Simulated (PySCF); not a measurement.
Compound: C3H8Si.
Cartesian coordinates in Å at the GFN2-xTB level; atoms count from 1:
```xyz
12
C3H8Si angstrom
C      1.8732    0.2265   -0.1609
Si     0.2287   -0.1845    0.6761
C     -1.2076   -0.8124   -0.3670
C     -1.3469    0.6556    0.0795
H      2.5404   -0.6305   -0.1499
H      1.7239    0.5201   -1.1955
H      2.3787    1.0424    0.3476
H      0.3023   -0.6015    2.0694
H     -1.9313   -1.4982    0.0499
H     -1.0908   -0.9685   -1.4306
H     -2.1542    0.8593    0.7683
H     -1.3153    1.3909   -0.7127
```

PySCF, density fitting, gas phase, GFN2-xTB geometry. The standard run uses grid level 2 after a coarse-grid start, the def2-universal JK fitting basis (with tight functions added where the orbital basis needs them), an energy threshold of 1e-9 Eh and DIIS. The changed runs have no coarse-grid stage.

Question: Standard PBE0/pcSseg-1: E = -408.296181 Eh, HOMO -6.621 eV, LUMO 0.982 eV, dipole 0.761 D, 12 cycles (coarse-grid cycles included). What changes at PBE0/pcSseg-1 with: grid level 1, energy threshold 1e-07 Eh?

Answer: E = -408.296189 Eh (-0.008 mEh), HOMO -6.621 eV (0.000), LUMO 0.982 eV (0.000), dipole 0.761 D (0.000), 7 SCF cycles. The result matches the standard run within 0.02 mEh and 0.003 eV.

The cycles:
```
cycle   1  E = -408.2400745909  dE =  2.294e-01  |g| = 4.521e-01  |ddm| = 2.970e+00
cycle   2  E = -408.2010812594  dE =  3.899e-02  |g| = 5.843e-01  |ddm| = 9.759e-01
cycle   3  E = -408.2953642165  dE = -9.428e-02  |g| = 5.389e-02  |ddm| = 6.231e-01
cycle   4  E = -408.2960548776  dE = -6.907e-04  |g| = 2.227e-02  |ddm| = 7.370e-02
cycle   5  E = -408.2961859552  dE = -1.311e-04  |g| = 3.384e-03  |ddm| = 2.124e-02
cycle   6  E = -408.2961891955  dE = -3.240e-06  |g| = 4.634e-04  |ddm| = 4.846e-03
cycle   7  E = -408.2961892516  dE = -5.617e-08  |g| = 5.882e-05  |ddm| = 6.957e-04
```
